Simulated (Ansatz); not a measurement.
Ansatz (a first-principles code) input (CCSD(T)/aug-cc-pV(D+d)Z):
A basis named .json is the Basis Set Exchange file of that set.

Ansatz 0.2 input:
```yaml
crystal:
  periodic: [false, false, false]
  atoms:
    - {symbol: C, position_ang: [-0.16011550, -1.76559779, 0.07275082]}
    - {symbol: C, position_ang: [0.88619024, -1.26299646, -0.93508592]}
    - {symbol: C, position_ang: [1.78150620, -0.13346826, -0.41227969]}
    - {symbol: C, position_ang: [1.12465471, 1.23260967, -0.24991192]}
    - {symbol: S, position_ang: [-0.29438915, 1.32420972, 0.89002377]}
    - {symbol: C, position_ang: [-1.52905499, 0.43668750, -0.11223599]}
    - {symbol: C, position_ang: [-1.53349308, -1.08750242, 0.02261434]}
    - {symbol: H, position_ang: [0.25139118, -1.65742150, 1.07864905]}
    - {symbol: H, position_ang: [-0.31865902, -2.83656754, -0.07642227]}
    - {symbol: H, position_ang: [0.40195250, -0.95641148, -1.86873542]}
    - {symbol: H, position_ang: [1.53986442, -2.09735269, -1.20036669]}
    - {symbol: H, position_ang: [2.62601326, -0.00680523, -1.09904974]}
    - {symbol: H, position_ang: [2.20530425, -0.44024769, 0.54810666]}
    - {symbol: H, position_ang: [1.84817180, 1.94675039, 0.14676705]}
    - {symbol: H, position_ang: [0.79073323, 1.61714382, -1.21723018]}
    - {symbol: H, position_ang: [-2.49991489, 0.83976301, 0.17789103]}
    - {symbol: H, position_ang: [-1.36211773, 0.73744882, -1.14809210]}
    - {symbol: H, position_ang: [-2.10664276, -1.48639688, -0.82176456]}
    - {symbol: H, position_ang: [-2.08399501, -1.36565211, 0.92475678]}
basis:
  gaussian:
    orbitals: aug-cc-pV_D+d_Z.json
magnetization: {spin_polarized: false}
correlation: {method: ccsd_t, electrons: outside_noble_gas}
output: {forces: true}
```

End of the output:

```
mean field evaluation 1: about -17184.4142 eV, gradient 4.7e1 eV
mean field evaluation 2: about -17184.4279 eV, gradient 4.7e1 eV
mean field evaluation 4: about -17190.8384 eV, gradient 5.8e0 eV
mean field evaluation 8: about -17190.9600 eV, gradient 2.8e-4 eV
mean field evaluation 16: about -17190.9421 eV, gradient 2.7e-1 eV
mean field -17190.95998474 eV, -631.7561269879 hartree, gradient 3.6e-6 eV, S^2 0.000000; 0 other end points of the search recorded, 0 dependent functions left out
11 core orbitals not correlated
reference -17190.95998474 eV, -631.7561269879 hartree; 21, 21 occupied and 246, 246 virtual orbitals, 2747 factors
densities: 19.64 GiB planned
second order -28.16147595 eV of doubles, -0.00000000 eV of singles
coupled cluster: 18.27 GiB planned
cycle   1  -29.55922495 eV  change    -1.4e0 eV  update   1.2e-1
cycle   2  -30.33596743 eV  change   -7.8e-1 eV  update   3.2e-2
cycle   3  -30.46029473 eV  change   -1.2e-1 eV  update   1.3e-2
cycle   4  -30.45871967 eV  change    1.6e-3 eV  update   2.9e-3
cycle   5  -30.45942798 eV  change   -7.1e-4 eV  update   1.1e-3
cycle   6  -30.45960378 eV  change   -1.8e-4 eV  update   2.9e-4
cycle   7  -30.45952158 eV  change    8.2e-5 eV  update   1.2e-4
cycle   8  -30.45951907 eV  change    2.5e-6 eV  update   4.5e-5
cycle   9  -30.45951977 eV  change   -7.0e-7 eV  update   1.7e-5
cycle  10  -30.45950877 eV  change    1.1e-5 eV  update   5.8e-6
perturbative correction -1.14032811 eV, -0.0419062851 hartree
the calculation of the forces begins
1.74 GiB of device memory are held for the factors and their scratch space
Total energy: -17222.55982162 eV, -632.9173995742 hartree
Atom 0 at    -0.160115    -1.765598     0.072751 Å, force     0.007825     0.122380    -0.043096 eV/Å
Atom 1 at     0.886190    -1.262996    -0.935086 Å, force    -0.081591     0.089017     0.067722 eV/Å
Atom 2 at     1.781506    -0.133468    -0.412280 Å, force    -0.086869    -0.018827     0.007380 eV/Å
Atom 3 at     1.124655     1.232610    -0.249912 Å, force    -0.199134    -0.109222     0.084365 eV/Å
Atom 4 at    -0.294389     1.324210     0.890024 Å, force    -0.018287     0.119203     0.409173 eV/Å
Atom 5 at    -1.529055     0.436688    -0.112236 Å, force     0.230147    -0.021348     0.107597 eV/Å
Atom 6 at    -1.533493    -1.087502     0.022614 Å, force     0.079725     0.031834    -0.019935 eV/Å
Atom 7 at     0.251391    -1.657422     1.078649 Å, force     0.196989     0.056666     0.471228 eV/Å
Atom 8 at    -0.318659    -2.836568    -0.076422 Å, force    -0.076689    -0.481682    -0.073566 eV/Å
Atom 9 at     0.401952    -0.956411    -1.868735 Å, force    -0.229603     0.153040    -0.435137 eV/Å
Atom 10 at     1.539864    -2.097353    -1.200367 Å, force     0.300471    -0.378429    -0.111118 eV/Å
Atom 11 at     2.626013    -0.006805    -1.099050 Å, force     0.352771     0.060674    -0.307926 eV/Å
Atom 12 at     2.205304    -0.440248     0.548107 Å, force     0.182336    -0.147656     0.446711 eV/Å
Atom 13 at     1.848172     1.946750     0.146767 Å, force     0.346945     0.325646     0.190166 eV/Å
Atom 14 at     0.790733     1.617144    -1.217230 Å, force    -0.163266     0.170682    -0.463481 eV/Å
Atom 15 at    -2.499915     0.839763     0.177891 Å, force    -0.456932     0.185738     0.135751 eV/Å
Atom 16 at    -1.362118     0.737449    -1.148092 Å, force     0.099223     0.134469    -0.504927 eV/Å
Atom 17 at    -2.106643    -1.486397    -0.821765 Å, force    -0.243588    -0.173846    -0.375313 eV/Å
Atom 18 at    -2.083995    -1.365652     0.924757 Å, force    -0.240473    -0.118340     0.414406 eV/Å
Dipole moment:     0.051247    -0.200774    -0.302290 e Å
```
